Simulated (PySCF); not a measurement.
# Correlation energy of Tl (thallium, neutral)

Starting occupation: [Xe] 4f14 5d10 6s2 6p1, 6p1/2 with m_j = +1/2. All numbers are calculated (PySCF 2.14, X2C-1e with screened-nucleus spin-orbit coupling, Gaussian nucleus, in x2c-TZVPall-2c). Frozen: [Kr] 4d10 4f14; 21 electrons correlated; the 26 highest virtual spinors left out.

MP2 pair energies summed by pair of shells (mhartree):

| pair | energy | share (%) |
| --- | --- | --- |
| 5d3/2-5d5/2 | -115.34 | 22.8 |
| 5d5/2-5d5/2 | -82.50 | 16.3 |
| 5d5/2-6s1/2 | -50.86 | 10.1 |
| 5d3/2-5d3/2 | -33.89 | 6.7 |
| 5d5/2-5p3/2 | -33.74 | 6.7 |
| 5d3/2-6s1/2 | -32.35 | 6.4 |
| 5d3/2-5p3/2 | -23.67 | 4.7 |
| 5d5/2-5p1/2 | -15.10 | 3.0 |
| 6s1/2-6s1/2 | -14.37 | 2.8 |
| 5p3/2-5p3/2 | -11.43 | 2.3 |
| 5d5/2-6p1/2 | -10.52 | 2.1 |
| 5p1/2-5p3/2 | -10.41 | 2.1 |
| 5d3/2-5p1/2 | -10.03 | 2.0 |
| 6p1/2-6s1/2 | -9.94 | 2.0 |
| 5d5/2-5s1/2 | -9.04 | 1.8 |
| 5p3/2-5s1/2 | -7.82 | 1.5 |
| 5d3/2-6p1/2 | -6.97 | 1.4 |
| 5p3/2-6s1/2 | -6.91 | 1.4 |
| 5d3/2-5s1/2 | -6.15 | 1.2 |
| 5p1/2-5s1/2 | -3.73 | 0.7 |
| 5p1/2-5p1/2 | -2.72 | 0.5 |
| 5p1/2-6s1/2 | -2.45 | 0.5 |
| 5s1/2-5s1/2 | -2.16 | 0.4 |
| 5p3/2-6p1/2 | -1.48 | 0.3 |
| 5s1/2-6s1/2 | -0.81 | 0.2 |
| 5p1/2-6p1/2 | -0.43 | 0.1 |
| 5s1/2-6p1/2 | -0.16 | 0.0 |

Total MP2 correlation energy: -504.99 mhartree.

This basis was not built for core-valence correlation, so the inner-shell part is incomplete.
